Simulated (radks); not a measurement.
Species: Ge3+. Configuration: [Ar] 3d10 4s1.

Method: scalar-relativistic Kohn-Sham, Slater X-alpha with alpha = 0.895, spin-polarised, spherical densities, point nucleus; open shells are filled with parallel spins first; computed with a radial shooting solver on a logarithmic mesh with Libxc functionals.

Energy parts (eV):
total: -57584.453
kinetic: 58663.024
electron-nucleus: -137410.544
Hartree: 23858.022
exchange: -2694.955

Orbitals (lengths in bohr, moments of r in powers of bohr):
1s up: occ. 1; eigenvalue (eV) -11064.08; <r> 0.04694
1s down: occ. 1; eigenvalue (eV) -11063.94; <r> 0.04694
2s up: occ. 1; eigenvalue (eV) -1426.566; <r> 0.2092
2s down: occ. 1; eigenvalue (eV) -1426.543; <r> 0.2093
2p up: occ. 3; eigenvalue (eV) -1256.866; <r> 0.1826
2p down: occ. 3; eigenvalue (eV) -1256.827; <r> 0.1826
3s up: occ. 1; eigenvalue (eV) -209.9872; <r> 0.6198
3s down: occ. 1; eigenvalue (eV) -209.8468; <r> 0.6191
3p up: occ. 3; eigenvalue (eV) -157.2575; <r> 0.6396
3p down: occ. 3; eigenvalue (eV) -157.0648; <r> 0.6380
3d up: occ. 5; eigenvalue (eV) -69.7996; <r> 0.7068
3d down: occ. 5; eigenvalue (eV) -69.3774; <r> 0.6974
4s up: occ. 1; eigenvalue (eV) -43.8585; <r> 1.792
4s down: occ. 0; eigenvalue (eV) -40.2469; <r> 1.778

The highest occupied level is 4s up at -43.858 eV. The density falls to 0.001 e/bohr^3 at r = 2.97 bohr. For comparison, the ionisation energy in NIST's Atomic Spectra Database is 45.716 eV (measured). In exact Kohn-Sham theory the highest level is minus the ionisation energy, but local and semilocal functionals leave it too shallow, through self-interaction and a potential that decays too fast; potentials with the right tail come closer. Summed over all electrons, <r^2> = 13.94 bohr^2, which gives a Langevin (diamagnetic) susceptibility term of -11 x 10^-6 cm^3/mol.
